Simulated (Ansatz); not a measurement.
A nudged elastic band was laid between two geometries of C₂H₃BCl (7 atoms, charge 0, multiplicity 2).

Computed with Ansatz, UKS B3LYP/cc-pVDZ.

```json
{
  "movable images": "7",
  "climbing image": "yes",
  "spring": "5.0 eV/Å²",
  "optimiser": "quadratic models (default)",
  "start path": "through a guess of the saddle point",
  "force threshold": "0.05 eV/Å",
  "iteration limit": "60",
  "end points": "relaxed"
}
```

Initial state:

```xyz
7
Properties=species:S:1:pos:R:3
B -1.267 0.587 -1.218
C -0.333 0.202 -0.305
C 0.646 -0.171 0.661
Cl 1.151 -1.961 0.656
H -2.075 0.930 -2.004
H 0.293 0.023 1.688
H 1.585 0.391 0.522
```

Final state:

```xyz
7
Properties=species:S:1:pos:R:3
B -0.840 -0.910 -1.218
C -0.635 0.345 -0.594
C 0.388 0.122 0.469
Cl 0.733 -1.714 0.271
H -1.074 1.327 -0.770
H 0.057 0.228 1.514
H 1.370 0.602 0.328
```

Problem. Which bonds break or form, and what moves?

Solution. Bonds broken: B1–H5. Bonds formed: C2–H5.

Problem. What energy profile does the band end with?

Solution. The forces met the threshold. The highest image is number 3 of 0 to 8, 37.3 kcal/mol above the first end and 16.1 kcal/mol above the last; the last end lies 21.2 kcal/mol above the first. The profile has 2 maxima (images 3, 6) with wells between them (image 5): this band takes more than one step, which may be the mechanism or a detour left from its start path. A vibrational analysis at the climbing image gives one clearly imaginary mode, 864i cm⁻¹: a first-order saddle point.

```csv
image,path coordinate (Å),energy (kcal/mol),B1–H5 (Å),C2–H5 (Å)
0,0.00,0.0,1.18,2.54
1,0.64,4.4,1.17,2.50
2,1.28,23.0,1.17,2.20
3,1.92,37.3,1.26,1.65
4,2.56,25.2,1.74,1.14
5,3.20,23.0,2.10,1.10
6,3.85,23.9,2.09,1.10
7,4.49,22.6,2.15,1.10
8,5.13,21.2,2.29,1.09
```

Problem. What is the geometry of the highest image?

Solution. 
```xyz
7
Properties=species:S:1:pos:R:3
B -1.739 0.417 -1.040
C -0.732 0.115 -0.184
C 0.458 -0.111 0.579
Cl 1.336 -1.718 0.282
H -0.725 0.745 -1.710
H 0.184 -0.118 1.647
H 1.217 0.669 0.427
```

The band took 15 iterations and about 6 core-minutes.

Run time: 3.1 min on 2 threads of Intel(R) Xeon(R) Platinum 8488C (Sapphire Rapids) (shared host), peak memory 0.22 GiB.
